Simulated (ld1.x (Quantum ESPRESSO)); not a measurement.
# Plane-wave convergence, TM potential for erbium

ld1.x (Quantum ESPRESSO) 7.5 input, shortened:

```
&input
   title='Er', zed=68., rel=1, dft='PBESOL', iswitch=3,
   config='[Xe] 4f11 5d1 6s2 6p0'
 /
 &inputp
   pseudotype=2, tm=.true., lloc=-2, rcloc=1.60,
   nlcc=.false.
 /
3
5S  1  0   2.00   0.00  1.90  1.90  0.0
5P  2  1   6.00   0.00  1.75  1.75  0.0
5D  3  2   1.00   0.00  2.40  2.40  0.0
 &test
   configts(1)='5s2 5p6 5d1 6s2 6p0'
 /
```

Occupied shells without a wave of their own: 6s. They enter only through the test configuration that unscreens the potential.

The pseudo-atom Hamiltonian at the reference potential is diagonalised in spherical Bessel functions j_l(qr) that vanish at 20 bohr, with q² up to the cutoff. All-electron valence levels (Ry): 5s -4.1193, 6s -0.3258, 5p -2.1884, 6p -0.0964, 5d -0.1549.

Problem. How do the lowest levels (Ry) of each channel move with the cutoff, and are there ghosts?

Solution.

```json
{"cutoff (Ry)": "8", "s #1": "-4.0035", "s #2": "-0.3155", "s #3": "0.0022", "p #1": "-2.0029", "p #2": "-0.0824", "d #1": "-0.0831", "d #2": "0.0582", "f #1": "0.0989", "f #2": "0.2130", "Σ f·Δε (mRy)": "1435.9"}
{"cutoff (Ry)": "12", "s #1": "-4.0311", "s #2": "-0.3166", "s #3": "0.0020", "p #1": "-2.1498", "p #2": "-0.0932", "d #1": "-0.1319", "d #2": "0.0539", "f #1": "0.0989", "f #2": "0.2129", "Σ f·Δε (mRy)": "448.2"}
{"cutoff (Ry)": "15", "s #1": "-4.0595", "s #2": "-0.3188", "s #3": "0.0018", "p #1": "-2.1601", "p #2": "-0.0943", "d #1": "-0.1445", "d #2": "0.0530", "f #1": "0.0989", "f #2": "0.2129", "Σ f·Δε (mRy)": "312.8"}
{"cutoff (Ry)": "21", "s #1": "-4.1078", "s #2": "-0.3238", "s #3": "0.0011", "p #1": "-2.1642", "p #2": "-0.0945", "d #1": "-0.1542", "d #2": "0.0524", "f #1": "0.0989", "f #2": "0.2129", "Σ f·Δε (mRy)": "172.0"}
{"cutoff (Ry)": "30", "s #1": "-4.1144", "s #2": "-0.3246", "s #3": "0.0010", "p #1": "-2.1822", "p #2": "-0.0957", "d #1": "-0.1548", "d #2": "0.0523", "f #1": "0.0989", "f #2": "0.2129", "Σ f·Δε (mRy)": "48.6"}
{"cutoff (Ry)": "40", "s #1": "-4.1166", "s #2": "-0.3249", "s #3": "0.0010", "p #1": "-2.1873", "p #2": "-0.0960", "d #1": "-0.1549", "d #2": "0.0523", "f #1": "0.0989", "f #2": "0.2129", "Σ f·Δε (mRy)": "12.6"}
{"cutoff (Ry)": "45", "s #1": "-4.1178", "s #2": "-0.3251", "s #3": "0.0010", "p #1": "-2.1875", "p #2": "-0.0960", "d #1": "-0.1549", "d #2": "0.0523", "f #1": "0.0989", "f #2": "0.2129", "Σ f·Δε (mRy)": "8.6"}
{"cutoff (Ry)": "55", "s #1": "-4.1191", "s #2": "-0.3253", "s #3": "0.0009", "p #1": "-2.1877", "p #2": "-0.0960", "d #1": "-0.1549", "d #2": "0.0523", "f #1": "0.0989", "f #2": "0.2129", "Σ f·Δε (mRy)": "4.6"}
{"cutoff (Ry)": "70", "s #1": "-4.1192", "s #2": "-0.3253", "s #3": "0.0009", "p #1": "-2.1883", "p #2": "-0.0961", "d #1": "-0.1549", "d #2": "0.0523", "f #1": "0.0989", "f #2": "0.2129", "Σ f·Δε (mRy)": "1.1"}
{"cutoff (Ry)": "80", "s #1": "-4.1192", "s #2": "-0.3253", "s #3": "0.0009", "p #1": "-2.1884", "p #2": "-0.0961", "d #1": "-0.1549", "d #2": "0.0523", "f #1": "0.0989", "f #2": "0.2129", "Σ f·Δε (mRy)": "0.3"}
{"cutoff (Ry)": "100", "s #1": "-4.1193", "s #2": "-0.3253", "s #3": "0.0009", "p #1": "-2.1884", "p #2": "-0.0961", "d #1": "-0.1549", "d #2": "0.0523", "f #1": "0.0989", "f #2": "0.2129", "Σ f·Δε (mRy)": "0.1"}
{"cutoff (Ry)": "400", "s #1": "-4.1193", "s #2": "-0.3253", "s #3": "0.0009", "p #1": "-2.1884", "p #2": "-0.0961", "d #1": "-0.1549", "d #2": "0.0523", "f #1": "0.0989", "f #2": "0.2129", "Σ f·Δε (mRy)": "0.0"}
```

Result: no extra level below or beside the all-electron valence levels (s, p, d, f tested); 10 mRy is reached at 45 Ry and 1 mRy at 80 Ry.

Its largest configuration-test error is -463 meV.
